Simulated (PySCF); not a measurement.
Pb(H)(OH) (H2OPb), SMILES [OH][PbH] (connectivity only; charge and spin as stated), neutral, multiplicity 1.

The structure is a stationary point at B3LYP-D3(BJ)/def2-TZVP. The def2 effective core potentials stand for the cores of Pb; spin–orbit coupling is left out.

Calculation: r2SCAN/def2-TZVPD in PySCF.

Symmetry labels are those of the subgroup Cs that the program uses (full group Cs).

Computed valence orbital energies around the gap with their symmetry:
```csv
orbital,symmetry,energy (eV)
HOMO−7,A",-21.92
HOMO−6,A',-21.67
HOMO−5,A',-21.54
HOMO−4,A',-13.22
HOMO−3,A',-10.52
HOMO−2,A',-7.23
HOMO−1,A",-7.13
HOMO,A',-6.24
LUMO,A",-3.01
LUMO+1,A',-0.87
LUMO+2,A',0.18
LUMO+3,A',0.99
```
